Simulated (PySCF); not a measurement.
## Electric field gradients and quadrupole coupling constants

Species: C4H12OSi3.
Structure used (GFN2-xTB), in Å, numbered top down from 1:
```xyz
20
C4H12OSi3 angstrom
O      4.3059    1.5974   -0.4864
C      3.1113    1.4683   -0.3775
Si     2.2451   -0.2216   -0.1697
C      0.4545   -0.1815   -0.8810
C     -0.3675    0.0979    0.4016
C     -1.7013   -0.6378    0.4421
Si    -2.8781   -0.1627   -0.9784
Si     0.9378   -0.3403    1.7656
H      2.4713    2.3781   -0.3408
H      3.1437   -1.2297   -0.7412
H      0.2413    0.5324   -1.6756
H      0.1939   -1.1656   -1.2718
H     -0.5783    1.1716    0.4501
H     -1.5165   -1.7146    0.4271
H     -2.1915   -0.4262    1.3959
H     -2.3703   -0.6509   -2.2620
H     -2.9965    1.2974   -1.0251
H     -4.1939   -0.7566   -0.7323
H      0.9813    0.6170    2.8777
H      0.7024   -1.6620    2.3582
```

Field gradients from the PBE0/pcSseg-1 density (PySCF, non-relativistic), principal values in atomic units, ordered |Vxx| ≤ |Vyy| ≤ |Vzz|:

```csv
atom,Vxx,Vyy,Vzz
O1,0.3887,1.7971,-2.1857
```

Q: Find the asymmetry η = (Vxx − Vyy)/Vzz and the couplings χ = eQV/h (234.96 MHz × Q in barn × V in au), with Q(17O) = −0.0256 b.

A: 
| atom | environment | nucleus | η | χzz (MHz) | χxx (MHz) | χyy (MHz) |
| --- | --- | --- | --- | --- | --- | --- |
| O1 | carbonyl oxygen | 17O | 0.64 | 13.15 | -2.34 | -10.81 |

The tensor is traceless: Vxx + Vyy + Vzz = 0.

Q: What is Vzz at O1 in SI units (1 au = 9.71736 × 10²¹ V/m²)?

A: -2.1857 au = -21.240 × 10²¹ V/m².

Q: What couplings would deuterons (Q(2H) = 0.00286 b) have in place of the hydrogens, at this geometry?

A: 
| atom | bonded to | bond length (Å) | Vzz (au) | η | χzz (kHz) |
| --- | --- | --- | --- | --- | --- |
| H9 | C2 | 1.113 | 0.2635 | 0.01 | 177 |
| H10 | Si3 | 1.466 | 0.1613 | 0.02 | 108 |
| H11 | C4 | 1.089 | 0.3185 | 0.03 | 214 |
| H12 | C4 | 1.090 | 0.3137 | 0.03 | 211 |
| H13 | C5 | 1.095 | 0.3017 | 0.04 | 203 |
| H14 | C6 | 1.093 | 0.3086 | 0.03 | 207 |
| H15 | C6 | 1.093 | 0.3087 | 0.03 | 207 |
| H16 | Si7 | 1.464 | 0.1631 | 0.01 | 110 |
| H17 | Si7 | 1.466 | 0.1622 | 0.01 | 109 |
| H18 | Si7 | 1.464 | 0.1626 | 0.00 | 109 |
| H19 | Si8 | 1.468 | 0.1614 | 0.01 | 108 |
| H20 | Si8 | 1.467 | 0.1623 | 0.02 | 109 |

Isolated species at its GFN2-xTB geometry (one conformer only). GFN2-xTB bond lengths can be off by several hundredths of an ångström, more for odd bonds, and the gradients follow them. A larger basis could move these couplings by a tenth or more.

These values come from a run that also computed NMR shieldings. On an Intel Xeon Platinum 8488C with one thread, no GPU, shared host with 96 logical CPUs at a one-minute load of 26, this took 43 s and 1.1 GiB of memory at its peak.
